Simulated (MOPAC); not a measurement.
MOPAC input (PM6):

```
PM6 PRECISE GNORM=0.05 LET XYZ GEO-OK AUX(PRECISION=9) THREADS=1
O3W

W    -0.06392434 1   -0.10995229 1   -0.08652031 1
O     1.63317091 1    0.01788959 1   -0.38614974 1
O    -0.27318225 1   -0.43492179 1    1.59777763 1
O    -0.76868855 1    1.43409090 1   -0.41131505 1
```

Output:

```
 *******************************************************************************
 **                                                                           **
 **                              MOPAC v23.2.5                                **
 **                                                                           **
 *******************************************************************************
 ** MOPAC's Digital Object Identifier: https://doi.org/10.5281/zenodo.6511958 **
 **                                                                           **
 ** Please cite the open-source release paper for use of this MOPAC version:  **
 ** J. E. Moussa and J. J. P. Stewart (2026)                                  **
 ** MOPAC: An open-source semiempirical molecular orbital program             **
 ** J. Open Source Softw., 11(119), 8025, https://doi.org/10.21105/joss.08025 **
 *******************************************************************************

                              PM6 CALCULATION RESULTS

 *******************************************************************************
 *  PM6        - The PM6 Hamiltonian to be used
 *  GEO-OK     - OVERRIDE INTERATOMIC DISTANCE AND OTHER SAFETY CHECKS
 *  LET        - OVERRIDE SOME SAFETY CHECKS
 *  PRECISE    - TIGHTER CRITERIA TO BE USED
 *  XYZ        - CARTESIAN COORDINATE SYSTEM TO BE USED
 *  GNORM      - EXIT WHEN GRADIENT NORM DROPS BELOW 0.050
 *  AUX        - OUTPUT AUXILIARY INFORMATION
 *******************************************************************************
PM6 PRECISE GNORM=0.05 LET XYZ GEO-OK AUX(PRECISION=9) THREADS=1
 O3W

   ATOM   CHEMICAL          X               Y               Z
  NUMBER   SYMBOL      (ANGSTROMS)     (ANGSTROMS)     (ANGSTROMS)

     1       W         -0.06392434  *  -0.10995229  *  -0.08652031  *
     2       O          1.63317091  *   0.01788959  *  -0.38614974  *
     3       O         -0.27318225  *  -0.43492179  *   1.59777763  *
     4       O         -0.76868855  *   1.43409090  *  -0.41131505  *

          CARTESIAN COORDINATES

    NO.       ATOM           X           Y           Z

     1         W         -0.0639     -0.1100     -0.0865
     2         O          1.6332      0.0179     -0.3861
     3         O         -0.2732     -0.4349      1.5978
     4         O         -0.7687      1.4341     -0.4113

 General Reference for PM6:
 "Optimization of Parameters for Semiempirical Methods V: Modification of NDDO Approximations
 and Application to 70 Elements", J. J. P. Stewart, J. Mol. Mod., 13, 1173-1213 (2007)
 URL: https://link.springer.com/article/10.1007/s00894-007-0233-4

           Empirical Formula: O3 W  =     4 atoms

      MOLECULAR POINT GROUP   :   C3v

      RHF CALCULATION, NO. OF DOUBLY OCCUPIED LEVELS = 12

          Geometry optimization using EF

          DIAGONAL MATRIX USED AS START HESSIAN

 CYCLE:     1  GRAD.:    63.132 HEAT: -85.76276
 CYCLE:     2  GRAD.:   102.340 HEAT: -88.58690
 CYCLE:     3  GRAD.:    10.953 HEAT: -93.88084
 CYCLE:     4  GRAD.:     2.543 HEAT: -93.92330
 CYCLE:     5  GRAD.:     0.501 HEAT: -93.93277
 CYCLE:     6  GRAD.:     0.113 HEAT: -93.93372
 CYCLE:     7  GRAD.:     0.323 HEAT: -93.93372
 CYCLE:     8  GRAD.:     0.502 HEAT: -93.93364
 CYCLE:     9  GRAD.:     0.031 HEAT: -93.93374

     GRADIENT =  0.03077 IS LESS THAN CUTOFF =  0.05000

 -------------------------------------------------------------------------------
 PM6 PRECISE GNORM=0.05 LET XYZ GEO-OK AUX(PRECISION=9) THREADS=1
 O3W

     GEOMETRY OPTIMISED USING EIGENVECTOR FOLLOWING (EF).
     SCF FIELD WAS ACHIEVED

                              PM6 CALCULATION
                                                       MOPAC v23.2.5 Linux

          FINAL HEAT OF FORMATION =        -93.93374 KCAL/MOL =    -393.01878 KJ/MOL

          COSMO AREA              =         98.96 SQUARE ANGSTROMS
          COSMO VOLUME            =         87.21 CUBIC ANGSTROMS

          GRADIENT NORM           =          0.03077          =       0.01538 PER ATOM
          IONIZATION POTENTIAL    =         10.087592 EV
          HOMO LUMO ENERGIES (EV) =        -10.088 -1.501
          NO. OF FILLED LEVELS    =         12
          MOLECULAR WEIGHT        =        231.8482         POINT GROUP:  C3v

          MOLECULAR DIMENSIONS (Angstroms)

            Atom       Atom       Distance
            O     4    O     3     2.95309
            O     2    O     4     2.55744
            O     2    W     1     0.35050

          SCF CALCULATIONS        =         10

   ATOM   CHEMICAL          X               Y               Z
  NUMBER   SYMBOL      (ANGSTROMS)     (ANGSTROMS)     (ANGSTROMS)

     1       W         -0.00975447  *  -0.01678852  *  -0.01321033  *
     2       O          1.65677065  *  -0.10634805  *  -0.50754650  *
     3       O         -0.36216285  *  -0.58590198  *   1.59355027  *
     4       O         -0.88693521  *   1.39349789  *  -0.53420048  *

                             CARTESIAN COORDINATES

   1    W       -0.009754469    -0.016788517    -0.013210328
   2    O        1.656770648    -0.106348049    -0.507546504
   3    O       -0.362162846    -0.585901981     1.593550273
   4    O       -0.886935213     1.393497887    -0.534200478

           Empirical Formula: O3 W  =     4 atoms

      MOLECULAR POINT GROUP   :   C3v

                  EIGENVALUES
 -28.61895 -28.61883 -28.33284 -15.45195 -14.88733 -14.88732 -13.08702 -13.08699
 -12.58949 -10.34200 -10.34196 -10.08759  -1.50078   0.20755   0.20759   1.50040
   2.66205   2.66209   4.97539   5.70066   5.70067

              NET ATOMIC CHARGES AND DIPOLE CONTRIBUTIONS

  ATOM NO.   TYPE          CHARGE      No. of ELECS.   s-Pop       p-Pop       d-Pop
    1          W           0.748938        5.2511     0.93994     1.23231     3.07881
    2          O          -0.249637        6.2496     1.66091     4.58873
    3          O          -0.249649        6.2496     1.66092     4.58873
    4          O          -0.249653        6.2497     1.66092     4.58873
 DIPOLE           X         Y         Z       TOTAL
 POINT-CHG.    -0.524    -0.901    -0.709     1.261
 HYBRID        -0.550    -0.946    -0.744     1.323
 SUM           -1.074    -1.847    -1.453     2.584

          ATOMIC ORBITAL ELECTRON POPULATIONS

     Atom    s        px        py        pz      x^2-y^2     xz        z^2       yz        xy
    1  W   0.93994   0.42832   0.39137   0.41262   0.63279   0.65323   0.64581   0.54266   0.60433
    2  O   1.66091   1.64377   1.46068   1.48428
    3  O   1.66092   1.52946   1.42752   1.63176
    4  O   1.66092   1.51265   1.59312   1.48296

 **********************
 *                    *
 * JOB ENDED NORMALLY *
 *                    *
 **********************

 == MOPAC DONE ==
```

The geometry given is a B3LYP-D3(BJ)/def2-TZVP minimum.
